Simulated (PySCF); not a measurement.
Al(OH)2(SiH3), SMILES [OH][Al]([OH])[SiH3] (H5AlO2Si), B3LYP/def2-SVP optimised geometry.

```
9

Al    -1.40    -1.60     1.93
O     -2.84    -2.49     1.73
H     -3.35    -3.00     2.37
O     -0.56    -1.47     3.40
H     -0.75    -1.85     4.27
Si    -0.52    -0.41     0.00
H      0.98    -0.41     0.00
H     -0.96     1.02     0.00
H     -0.98    -1.02    -1.28
```

Density from PySCF with B3LYP/def2-TZVP at that geometry.

Minimum of the electron density along straight lines between bonded atoms, close to the bond critical point (lines longer than 1.1 times the sum of covalent radii, or with two minima, are not listed):

```tsv
bond	length / Å	ρ at the minimum / e bohr⁻³	∇²ρ there / e bohr⁻⁵	position (fraction from the first atom)
Al1–O2	1.705	0.106	0.76	0.43
O2–H3	0.961	0.355	-2.38	0.80
Al1–O4	1.704	0.106	0.76	0.43
O4–H5	0.961	0.355	-2.39	0.80
Al1–Si6	2.432	(withheld)	(withheld)	0.36
Si6–H7	1.495	0.117	0.16	0.49
Si6–H8	1.497	0.117	0.16	0.49
Si6–H9	1.495	0.118	0.16	0.49
```

### Question
Complete the blanks.

### Answer

- Al1–Si6, ρ at the minimum / e bohr⁻³: 0.067
- Al1–Si6, ∇²ρ there / e bohr⁻⁵: 0.00
